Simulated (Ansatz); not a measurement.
Reaction (redistribution): `N[SiH](O)BO` + `CSS[SiH3]` → `OBS[SiH3]` + `CS[SiH](N)O`

Computed with Ansatz on PBE0-D4/def2-TZVP structures; ΔE is electronic, products minus reactants. CCSD(T)/CBS is the MP2 limit (def2-TZVPP, def2-QZVPP) plus CCSD(T) − MP2 in def2-TZVPP, frozen cores. DFT in def2-TZVPP. One conformer a species, not always the lowest.

```json
{"species": "`N[SiH](O)BO`", "r2SCAN-D4 energy (Eh)": "-523.23029"}
{"species": "`CSS[SiH3]`", "r2SCAN-D4 energy (Eh)": "-1127.55979"}
{"species": "`OBS[SiH3]`", "r2SCAN-D4 energy (Eh)": "-790.81502"}
{"species": "`CS[SiH](N)O`", "r2SCAN-D4 energy (Eh)": "-860.05103"}
```

Problem. Work out ΔE.

Solution. ΔE = (-790.81502) + (-860.05103) − (-523.23029) − (-1127.55979) = -0.07597 Eh = -199.5 kJ/mol. CCSD(T)/CBS gives -193.2 kJ/mol.

Largest T1 diagnostic among the species: 0.014.

From PBE to PBE0 (25 % exact exchange), in def2-TZVPP and without D4, ΔE moves by −8.3 kJ/mol.
